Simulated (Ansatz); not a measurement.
Basis-set extrapolation for C$_{4}$H$_{7}$B (PBE0-D4/def2-TZVP geometry, frozen core, the Gaussian-basis code of Ansatz). Multiplicity 1, RHF reference.

```tsv
	def2-TZVPP	def2-QZVPP
HF	-180.200736	-180.208948
MP2 correlation	-0.773045	-0.820041
CCSD(T) correlation	-0.845599	not run
```

Energies in hartree. Use E(X) = E(∞) + A·exp(−7.88·√X) for Hartree–Fock and E(X) = E(∞) + B·X^(−2.97) for correlation, with X = 3 and 4, and add CCSD(T) minus MP2 of the smaller set to the MP2 limit.

Q: What is the CCSD(T) energy at the basis-set limit?

A: HF limit: -180.208948 + (-0.008212) × 0.13774 = -180.21008. MP2 limit: -0.820041 + (-0.046996) × 0.74074 = -0.85485. Higher-order term: -0.845599 − (-0.773045) = -0.07255. Total: -181.13748 hartree, 2.48 eV below CCSD(T)/def2-TZVPP.
